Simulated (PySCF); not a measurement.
dichloro(silyloxy)silane (Cl2H4OSi2), SMILES O([SiH](Cl)Cl)[SiH3].

The structure is a stationary point at ωB97X-D3(BJ)/def2-SVP. One conformer was computed; it need not be the lowest.

Method: PBE/def2-TZVP run with PySCF.

Gas-phase values at a fixed geometry.

Problem. Estimate the frontier levels, gap, dipole moment and polarisability. (The exact figures need the calculation; the answer reports its results.)

Solution. 
```
Property                                                                                                        Value
---------------------------------------------------------------------------------------------  ----------------------
highest occupied level                                                                                       -7.71 eV
lowest empty level                                                                                           -1.06 eV
orbital gap                                                                                                   6.64 eV
dipole moment                                                                                                  0.98 D
quadrupole, principal values (traceless, Buckingham form, about the centre of nuclear charge)  -2.75, -1.52, 4.27 D·Å
mean static polarisability                                                                      75.8 bohr³ (11.23 Å³)
polarisability, principal values                                                               67.1, 78.5, 81.8 bohr³
```
